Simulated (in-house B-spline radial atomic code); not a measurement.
## wB97X excitations of Mg8+

Method: wB97X. Computed with an all-electron radial atomic-structure program (B-spline basis): linear response of the closed shell [He] 2s2 with the functional's adiabatic kernel; non-relativistic, point nucleus, no spin-orbit coupling, no double excitations, S, P, D and F terms only.

Command:
```bash
python run_td.py task.json out
```
Settings (radii: box in bohr, nucleus in fm):
```
Z                        12
electrons                4
configuration            [He] 2s2
hamiltonian              nr
method                   wb97x
box_radius               11.59
intervals                48
```

Run time, properties included: 0.1 s on 1 thread of Intel(R) Xeon(R) Platinum 8488C (Sapphire Rapids) (shared host).

The lowest states, in the order of their Tamm-Dancoff energies; the method's threshold (minus the highest occupied level) is 315.28 eV. Labels give the largest channel, * marks a mixed state, and oscillator strengths are full-response dipole values. Semilocal kernels can invert the small singlet-triplet splittings of Rydberg terms. Energies in eV:

```
     state  full response  Tamm-Dancoff  oscillator strength
2s → 2p 3P              ?             ?                    -
2s → 2p 1P          30.33         31.27                0.311
2s → 3s 3S         187.07        187.17                    -
2s → 3s 1S         190.51        190.58                    -
2s → 3p 3P         193.90        194.01                    -
2s → 3p 1P         194.75        194.85                0.554
2s → 3d 3D         197.96        198.06                    -
2s → 3d 1D         199.95        200.03                    -
2s → 4s 3S              ?             ?                    -
2s → 4s 1S         245.28        245.31                    -
```

Where does 2s → 2p 3P lie?

At 12.142 eV in full response, 15.127 eV in Tamm-Dancoff.

Where does 2s → 4s 3S lie?

At 244.23 eV in full response, 244.26 eV in Tamm-Dancoff.

How large is the singlet-triplet splitting of 2s → 2p (P terms) in Tamm-Dancoff?

16.1 eV, from the unrounded values.

What polarisabilities and dispersion coefficient does the method give?

Dipole 0.2674 bohr³, quadrupole 0.02609 bohr⁵, C6 0.06696 hartree·bohr⁶ for two such species.
